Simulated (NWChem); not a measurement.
System: C₂H₅FSi₂; SMILES FC1=C[SiH2][SiH2]1

NWChem input:

```
start job
memory heap 200 mb stack 900 mb global 1100 mb
geometry units angstroms noautosym nocenter noautoz
  F      0.370457    -2.312900     0.000000
  C      0.261409    -0.988487     0.000000
  C      1.316541    -0.144122     0.000000
  Si     0.497377     1.547276     0.000000
  Si    -1.317626     0.071434     0.000000
  H      2.359519    -0.482194     0.000000
  H      0.750042     2.380753     1.214494
  H      0.750042     2.380753    -1.214494
  H     -2.171148    -0.086424     1.216121
  H     -2.171148    -0.086424    -1.216121
end
basis spherical
  * library def2-svp
end
dft
  xc pbe0
  iterations 150
end
cosmo
  do_cosmo_smd true
  solvent toluene
end
task dft energy
```

Excerpt of the output:

```
             Northwest Computational Chemistry Package (NWChem) 7.3.0
             --------------------------------------------------------

                             Geometry "geometry" -> ""
                             -------------------------

 Output coordinates in angstroms (scale by  1.889725989 to convert to a.u.)

  No.       Tag          Charge          X              Y              Z
 ---- ---------------- ---------- -------------- -------------- --------------
    1 F                    9.0000     0.37045700    -2.31290000     0.00000000
    2 C                    6.0000     0.26140900    -0.98848700     0.00000000
    3 C                    6.0000     1.31654100    -0.14412200     0.00000000
    4 Si                  14.0000     0.49737700     1.54727600     0.00000000
    5 Si                  14.0000    -1.31762600     0.07143400     0.00000000
    6 H                    1.0000     2.35951900    -0.48219400     0.00000000
    7 H                    1.0000     0.75004200     2.38075300     1.21449400
    8 H                    1.0000     0.75004200     2.38075300    -1.21449400
    9 H                    1.0000    -2.17114800    -0.08642400     1.21612100
   10 H                    1.0000    -2.17114800    -0.08642400    -1.21612100

 Effective nuclear repulsion energy (a.u.)     266.9038376952

                                 NWChem DFT Module
                                 -----------------

 Summary of "ao basis" -> "ao basis" (spherical)
 ------------------------------------------------------------------------------
       Tag                 Description            Shells   Functions and Types
 ---------------- ------------------------------  ------  ---------------------
 F                          def2-svp                 6       14   3s2p1d
 C                          def2-svp                 6       14   3s2p1d
 Si                         def2-svp                 8       18   4s3p1d
 H                          def2-svp                 3        5   2s1p

 in cosmo_initialize ...
 calling solv_data for solv:toluene

 solvent parameters
 solvname_short: toluene
 solvname_long:  toluene
 dielec:        2.3741
 dielecinf:     2.2383
 nonaqueous SMD model solvent descriptors
 dielec:        2.3741
 sola:          0.0000
 solb:          0.1400
 solc:          0.8570
 solg:         40.2000
 solh:          0.0000
 soln:          1.4961

          ---------------
          -cosmo- solvent
          ---------------
 Cosmo: York-Karplus, doi: 10.1021/jp992097l
 dielectric constant -eps-     =   2.37
 screen = (eps-1)/(eps    )    =   0.57879
 surface charge correction     = lagrangian

   van der Waals surface
 --------------------------

[...]

                                COSMO-SMD solvation results
                                ---------------------------

             internal energy in gas <Psi(g)|H|Psi(g)> =      -757.248589789072
         internal energy in solvent <Psi(s)|H|Psi(s)> =      -757.248515651295
                               delta internal energy  =         0.000074137778 (    0.05 kcal/mol)
   total free energy in solvent <Psi(s)|H+V/2|Psi(s)> =      -757.249814920948
 polarization energy contribution <Psi(s)|V/2|Psi(s)> =        -0.001299269653 (   -0.82 kcal/mol)
    total free energy in solvent including G(SMD-CDS) =      -757.249597139798
                       G(SMD-CDS) energy contribution =         0.000217781149 (    0.14 kcal/mol)
     1 M fixed-concentration free energy of solvation =        -0.001007350726 (   -0.63 kcal/mol)

                       DFT Final Molecular Orbital Analysis
                       ------------------------------------

 Vector   25  Occ=2.000000D+00  E=-3.329563D-01
              MO Center= -2.8D-02, -5.1D-01, -9.6D-09, r^2= 3.5D+00
   Bfn.  Coefficient  Atom+Function         Bfn.  Coefficient  Atom+Function
  ----- ------------  ---------------      ----- ------------  ---------------
    18      0.318262   2 C  px                4      0.253582   1 F  px
    32     -0.241448   3 C  px               17     -0.237034   2 C  s
    68     -0.226138   5 Si px               31      0.192908   3 C  s
    79     -0.193585   6 H  s                 7     -0.189459   1 F  px
    71     -0.155774   5 Si px               30      0.140081   3 C  s

 Vector   26  Occ=2.000000D+00  E=-2.923329D-01
              MO Center= -3.5D-01,  7.2D-01,  1.3D-08, r^2= 3.3D+00
   Bfn.  Coefficient  Atom+Function         Bfn.  Coefficient  Atom+Function
  ----- ------------  ---------------      ----- ------------  ---------------
    50      0.286584   4 Si px               69     -0.268042   5 Si py
    53      0.255276   4 Si px               72     -0.234785   5 Si py
    17      0.154474   2 C  s                47     -0.153903   4 Si px
    33      0.148785   3 C  py               66      0.143284   5 Si py
    68     -0.129758   5 Si px                4     -0.128722   1 F  px

 Vector   27  Occ=2.000000D+00  E=-2.868312D-01
              MO Center=  6.1D-01, -3.0D-01, -5.3D-09, r^2= 3.3D+00
   Bfn.  Coefficient  Atom+Function         Bfn.  Coefficient  Atom+Function
  ----- ------------  ---------------      ----- ------------  ---------------
    34      0.379409   3 C  pz               20      0.333811   2 C  pz
    37      0.284777   3 C  pz                6      0.253393   1 F  pz
     9     -0.203348   1 F  pz               23      0.194379   2 C  pz
    84     -0.125485   7 H  s                89      0.125485   8 H  s
    85     -0.119591   7 H  s                90      0.119591   8 H  s

 Vector   28  Occ=0.000000D+00  E=-1.783392D-02
              MO Center=  4.4D-01, -4.2D-01,  4.8D-09, r^2= 3.0D+00
   Bfn.  Coefficient  Atom+Function         Bfn.  Coefficient  Atom+Function
  ----- ------------  ---------------      ----- ------------  ---------------
    37      0.523925   3 C  pz               23     -0.466663   2 C  pz
    73     -0.453297   5 Si pz               20     -0.415545   2 C  pz
    34      0.378753   3 C  pz               95      0.350227   9 H  s
   100     -0.350227  10 H  s                55      0.188874   4 Si pz
     6     -0.169718   1 F  pz                9      0.168042   1 F  pz

 Vector   29  Occ=0.000000D+00  E= 4.852811D-03
              MO Center= -8.1D-01,  6.7D-01,  2.4D-09, r^2= 4.9D+00
   Bfn.  Coefficient  Atom+Function         Bfn.  Coefficient  Atom+Function
  ----- ------------  ---------------      ----- ------------  ---------------
    72      0.998362   5 Si py               53      0.778237   4 Si px
    17      0.634989   2 C  s                46     -0.381189   4 Si s
    45     -0.315653   4 Si s                31     -0.296917   3 C  s
    64      0.286817   5 Si s                63      0.238708   5 Si s
    69      0.235799   5 Si py               22      0.210750   2 C  py

 Vector   30  Occ=0.000000D+00  E= 2.596497D-02
              MO Center= -2.4D-01,  1.2D+00,  1.1D-08, r^2= 4.5D+00
   Bfn.  Coefficient  Atom+Function         Bfn.  Coefficient  Atom+Function
  ----- ------------  ---------------      ----- ------------  ---------------
    31      0.872232   3 C  s                54      0.857753   4 Si py
    71     -0.847010   5 Si px               17      0.663614   2 C  s
    53     -0.629602   4 Si px               36      0.386398   3 C  py
    85     -0.299753   7 H  s                90     -0.299753   8 H  s
    21     -0.293913   2 C  px               95     -0.246194   9 H  s

     Multipole analysis of the density
     ---------------------------------

     L   x y z        total         alpha         beta         nuclear
     -   - - -        -----         -----         ----         -------
     0   0 0 0     -0.000000    -27.000000    -27.000000     54.000000

     1   1 0 0     -0.047910     -0.813514     -0.813514      1.579119
     1   0 1 0      0.438207      1.015954      1.015954     -1.593700
     1   0 0 1      0.000000      0.000000      0.000000      0.000000

     2   2 0 0    -31.473635   -115.609430   -115.609430    199.745226
     2   1 1 0     -0.123365     -3.391571     -3.391571      6.659776
     2   1 0 1      0.000000      0.000000      0.000000      0.000000
     2   0 2 0    -35.517137   -195.070062   -195.070062    354.622987
     2   0 1 1      0.000000      0.000000      0.000000      0.000000
     2   0 0 2    -34.285974    -27.691718    -27.691718     21.097462
```

Level: PBE0/def2-SVP, SMD on the gas-phase geometry. Geometry: optimised at PBE0/def2-SVP. Solvent: toluene.
